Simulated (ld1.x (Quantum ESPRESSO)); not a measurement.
**Transferability test, TM potential for Fe**

iron, norm-conserving Troullier–Martins (Kleinman–Bylander form), made with ld1.x (Quantum ESPRESSO) 7.5 (PBE, non-relativistic). Core [Ar], reference 3d6 4s1.5 4p0.5. Waves: 4s (bound): rc 2.20 bohr; 3d (bound): rc 1.75 bohr; 4p (bound): rc 2.40 bohr. Local part: the p channel. Core correction: none.

Energies are relative to the spin-unpolarised reference configuration 3d6 4s1.5 4p0.5; without spin polarisation the order of configurations can differ from experiment.

Task: Give the all-electron excitation energy and the error of the potential for: 3d6 4s2 4p0; 3d6 4s1 4p0; 3d6 4s0 4p0; 3d7 4s1 4p0; 3d7 4s0 4p0; 3d6 4s0 4p2; 3d6 4s1 4p1.

Result:

```tsv
valence configuration	charge	ΔE all-electron (eV)	error AE − PS (meV)
3d6 4s2 4p0	0	-1.957	+0.3
3d6 4s1 4p0	+1	6.643	+1.2
3d6 4s0 4p0	+2	22.636	+82
3d7 4s1 4p0	0	-3.044	-245
3d7 4s0 4p0	+1	4.220	-278
3d6 4s0 4p2	0	6.231	+11
3d6 4s1 4p1	0	2.022	+0.7
```

Levels in the configuration 3d6 4s2 4p0:

```tsv
level	all-electron (eV)	pseudo (eV)
3d	-7.776	-7.759
4s	-5.201	-5.200
```

Note: ghost state, extra bound levels that the all-electron valence spectrum of the same l lacks: s at -70.7 eV. A true bound ghost makes a file unfit for plane-wave use.
